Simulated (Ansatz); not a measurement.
Born–Oppenheimer molecular dynamics of C3H5FSn (10 atoms, charge 0, multiplicity 1). It goes on from the last frame of an earlier run, with new velocities.

Method: RKS B3LYP-D4/def2-SVP in Ansatz.

| Quantity | Value |
| --- | --- |
| ensemble | NVT, Nosé–Hoover chain |
| time step | 1 fs |
| steps asked | 100 |
| set temperature | 300 K |
| thermostat | time constant 50 fs, chain length 1 |
| masses | H 2.014 u |
| seed | 914122 |

First frame:

```xyz
10
Properties=species:S:1:pos:R:3
C -1.477 -0.724 -0.370
C -0.117 -0.180 0.012
C 1.117 -0.685 0.164
F 1.531 -1.939 0.031
Sn 1.272 1.423 0.415
H -1.933 -1.245 0.495
H -2.146 0.051 -0.753
H -1.361 -1.425 -1.204
H 1.466 2.180 1.972
H 1.930 2.367 -0.831
```

Problem. How far do the bonds stretch over the last three quarters of this one trajectory? (Pairs bonded in most of those frames.)

Solution. 
| bond | mean (Å) | spread (Å) | shortest | longest |
| --- | --- | --- | --- | --- |
| C1–C2 | 1.507 | 0.040 | 1.43 | 1.58 |
| C1–H6 | 1.107 | 0.018 | 1.08 | 1.14 |
| C1–H7 | 1.101 | 0.015 | 1.07 | 1.13 |
| C1–H8 | 1.105 | 0.011 | 1.09 | 1.12 |
| C2–C3 | 1.332 | 0.015 | 1.30 | 1.36 |
| C2–Sn5 | 2.190 | 0.016 | 2.16 | 2.23 |
| C3–F4 | 1.334 | 0.025 | 1.29 | 1.38 |
| C3–Sn5 | 2.105 | 0.034 | 2.03 | 2.16 |
| Sn5–H9 | 1.719 | 0.021 | 1.68 | 1.75 |
| Sn5–H10 | 1.716 | 0.024 | 1.67 | 1.75 |

Mean temperature of the second half: 268 K. The conserved energy stayed within 0.4 meV per atom of its start (net change 0.2 meV per atom), so the integration is sound. The mean temperature of the second half is 11 % below the set value. A run of 0.1 ps of so small a system gives no equilibrium averages.

Time of the run: 7.1 min on 2 threads of Arm Neoverse N1 (shared host), peak memory 0.23 GiB.
